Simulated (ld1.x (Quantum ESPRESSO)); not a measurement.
# Transferability test, PAW potential for tantalum

Ta (Z = 73), PAW, made with ld1.x (Quantum ESPRESSO) 7.5 (Wu–Cohen, fully relativistic). Core [Xe] 4f14, reference 5d3 6s1.75 6p0.25. Waves: 6s (bound): rcut 2.70, rcutus 3.05 bohr; 6s channel at 2.2 Ry: rcut 2.70, rcutus 3.05 bohr; 6p (bound): rcut 3.10, rcutus 3.65 bohr; 6p channel at 3.25 Ry: rcut 3.10, rcutus 3.65 bohr; 5d (bound): rcut 1.55, rcutus 1.65 bohr; 5d channel at 0.6 Ry: rcut 1.55, rcutus 1.65 bohr. Local part: all-electron potential smoothed inside 3.45 bohr (lloc = -2). Core correction: Bessel-smoothed model core inside 1.15 bohr. Augmentation charge: PSQ, inside the norm-conserving radii.

Open shells are filled in proportion to 2j + 1 (rel_dist='average').

Energies are relative to the spin-unpolarised reference configuration 5d3 6s1.75 6p0.25; without spin polarisation the order of configurations can differ from experiment.

Give the all-electron excitation energy and the error of the potential for: 5d3 6s2 6p0; 5d3 6s1 6p0; 5d3 6s0 6p0; 5d2 6s2 6p1; 5d3.5 6s1.5 6p0; 5d4 6s0 6p0; 5d3 6s1.5 6p0.

```json
{"valence configuration": "5d3 6s2 6p0", "charge": "0", "ΔE all-electron (eV)": "-1.033", "error AE − PS (meV)": "-0.1"}
{"valence configuration": "5d3 6s1 6p0", "charge": "+1", "ΔE all-electron (eV)": "7.492", "error AE − PS (meV)": "-1.1"}
{"valence configuration": "5d3 6s0 6p0", "charge": "+2", "ΔE all-electron (eV)": "22.458", "error AE − PS (meV)": "-15"}
{"valence configuration": "5d2 6s2 6p1", "charge": "0", "ΔE all-electron (eV)": "1.978", "error AE − PS (meV)": "-41"}
{"valence configuration": "5d3.5 6s1.5 6p0", "charge": "0", "ΔE all-electron (eV)": "-0.040", "error AE − PS (meV)": "-6.3"}
{"valence configuration": "5d4 6s0 6p0", "charge": "+1", "ΔE all-electron (eV)": "8.907", "error AE − PS (meV)": "-35"}
{"valence configuration": "5d3 6s1.5 6p0", "charge": "+0.5", "ΔE all-electron (eV)": "2.455", "error AE − PS (meV)": "-0.1"}
```

Levels in the configuration 5d3 6s2 6p0:

| level | all-electron (eV) | pseudo (eV) |
| --- | --- | --- |
| 5d j=3/2 | -3.981 | -3.980 |
| 5d j=5/2 | -3.397 | -3.395 |
| 6s j=1/2 | -5.486 | -5.486 |

The ghost test of this file was not conclusive.
